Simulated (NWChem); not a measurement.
Molecule: RbCl; SMILES [Cl][Rb]

```xyz
2

Rb     0.0000     0.0000    -0.9031
Cl     0.0000     0.0000     1.9115
```
Atoms are numbered in this order, from 1.

Level: PBE0/def2-SVP with def2 effective core potentials on Rb (NWChem), optimised geometry, unscaled harmonic frequencies. def2 effective core potentials on Rb; no spin-orbit coupling.

Q: List the harmonic frequencies with IR intensities, and the thermochemistry.

A: 
```tsv
frequency (cm⁻¹)	IR intensity (km/mol)
244	33.1
```

zero-point energy: 0.3 kcal/mol
thermal correction to the enthalpy at 298.15 K (with zero-point energy): 2.7 kcal/mol
heat capacity Cv: 6.7 cal/(mol K)
entropy at 298.15 K and 1 atm (symmetry number 1): 59.5 cal/(mol K)

Rigid rotor and harmonic oscillator.
